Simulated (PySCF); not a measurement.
# Relaxation of quintet PdSe₂

Method: PySCF, UPBE0, basis Pd def2-SVP with ECP28, Se def2-SVP (scalar-relativistic core potentials, no spin–orbit coupling, density fitting). A (50,194) grid was used.

A hand-made linear start, of D∞h symmetry, held to at least that symmetry:

```xyz
3
charge 0 multiplicity 5, angstrom
Pd    0.0000    0.0000    0.0000
Se    0.0000    0.0000    2.2400
Se    0.0000    0.0000   -2.2400
```

Optimiser trace:
| step | E − E(last) (kJ/mol) | largest gradient (Eh/bohr) |
| --- | --- | --- |
| 0 | 21.03 | 0.03923 |
| 1 | 1.90 | 0.00992 |
| 2 | 0.16 | 0.00276 |
| 3 | 0.00 | 0.00026 |
| 4 | 0.00 | 0.00001 |

It ends at D∞h with Pd–Se 2.360 Å (×2); Se–Pd–Se 180.0°. A frequency run shows 1 imaginary mode, down to 52i cm⁻¹, so it is a saddle point. Other isomers or separated fragments may lie lower.

Final geometry:
Coordinates in bohr (charge 0 multiplicity 5):
```
Pd    0.0000    0.0000    0.0000
Se    0.0000    0.0000    4.4603
Se    0.0000    0.0000   -4.4603
```

Open d and f shells are described by one determinant, and the ground state may have another occupation or spin. At this level a triplet minimum of C2v symmetry lies 38 kJ/mol below this structure.
